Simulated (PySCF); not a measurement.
# Radial density of Tc²⁺ (technetium, charge +2)

MN15, [Kr] 4d5, high-spin 6S determinant. All numbers are calculated (PySCF 2.14, scalar relativity through the core potential, in aug-cc-pwCVQZ-PP with ECP28MDF (9s9p8d5f4g3h, 180 functions)). This is the valence pseudo-density: the core potential removes the inner electrons and smooths the orbitals near the nucleus.

```json
{"r (bohr)": "0.0257", "4πr²ρ (e/bohr)": "2.159e-05", "4πr²(ρα − ρβ)": "0.0000"}
{"r (bohr)": "0.0433", "4πr²ρ (e/bohr)": "4.595e-05", "4πr²(ρα − ρβ)": "0.0000"}
{"r (bohr)": "0.0728", "4πr²ρ (e/bohr)": "0.0001159", "4πr²(ρα − ρβ)": "0.0000"}
{"r (bohr)": "0.122", "4πr²ρ (e/bohr)": "0.0005459", "4πr²(ρα − ρβ)": "0.0002"}
{"r (bohr)": "0.206", "4πr²ρ (e/bohr)": "0.005966", "4πr²(ρα − ρβ)": "0.0023"}
{"r (bohr)": "0.347", "4πr²ρ (e/bohr)": "0.1358", "4πr²(ρα − ρβ)": "0.0387"}
{"r (bohr)": "0.583", "4πr²ρ (e/bohr)": "3.106", "4πr²(ρα − ρβ)": "0.5542"}
{"r (bohr)": "0.981", "4πr²ρ (e/bohr)": "12.04", "4πr²(ρα − ρβ)": "2.7662"}
{"r (bohr)": "1.65", "4πr²ρ (e/bohr)": "5.747", "4πr²(ρα − ρβ)": "2.9617"}
{"r (bohr)": "2.77", "4πr²ρ (e/bohr)": "0.6489", "4πr²(ρα − ρβ)": "0.5784"}
{"r (bohr)": "4.67", "4πr²ρ (e/bohr)": "0.01479", "4πr²(ρα − ρβ)": "0.0148"}
```

Energies and moments cover only the electrons outside the core potential.
